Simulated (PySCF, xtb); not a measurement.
AlO, SMILES [O]=[Al], multiplicity 2.

Harmonic wavenumbers (cm⁻¹) from GFN2-xTB in xtb 6.7.1 at its own minimum, in rising order: 1109.

**Question.** What does PBE0-D3(BJ)/def2-TZVPD run with PySCF give at its own minimum? (Estimate from the structure and the level; the computed values follow.)

**Answer.** 969. Paired by order, the mean absolute difference is 139 cm⁻¹ and the zero-point energies are 1.6 and 1.4 kcal/mol.
